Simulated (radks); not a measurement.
Numerical settings for neutral lead, [Hg] 6p2. Calculated with a radial shooting solver on a logarithmic mesh with Libxc functionals: Dirac Kohn-Sham, PBE, spin-unpolarised, spherical densities, finite nucleus; open shells fill j = l - 1/2 first; Fermi nuclear charge, rms radius 5.5012 fm. The defaults (mesh step 0.008 in ln r, mesh end at 40 bohr or more with all orbitals vanishing there, Anderson mixing 0.5 over 9 steps, residual threshold near 1e-9 with the energy settled to 1e-9 hartree or 1e-11 of itself, here a cap of 63 iterations) give E = -20922.709 hartree and 6p1/2 at -3.993 eV in 14 iterations. Run on one thread of a shared host, so times are rough (Arm Neoverse V2): 0.16 s of CPU time, 0.16 s wall, 14 iterations on 2440 mesh points. Changes against that run (0 stands for a change within the tolerance of the run):

setting	iterations	converged	E (mhartree)	e(6p1/2) (meV)	CPU (s)
mesh step in ln r 0.05	16	yes	+0.315	+0.00275	0.04
mesh step in ln r 0.03	14	yes	+0.00484	0	0.05
mesh step in ln r 0.02	14	yes	+0.000776	0	0.07
mesh end (bohr) 20	14	yes	0	0	0.15
mesh end (bohr) 2	13	level above zero	+1.86e+04	+1.23e+05	0.11
residual threshold 1e-16	63	no	0	0	0.35
residual threshold 0.1	8	yes	0	+0.608	0.12
mixing 0.2	17	yes	0	0	0.19
linear mixing, mixing 1	63	no	+4.71e+05	-1.05e+06	3
linear mixing, mixing 0.2	63	no	0	0	0.5
mixing history 3	15	yes	0	0	0.16
iteration cap 5	5	no	+0.0322	+20.3	0.07

Settled on a wrong energy, with an occupied level pushed above zero by the early mesh end: mesh end (bohr) 2 (+18.6 hartree). Apart from these: no run marked as converged misses the energy by more than 1 mhartree. A mesh that ends early acts as a hard wall.
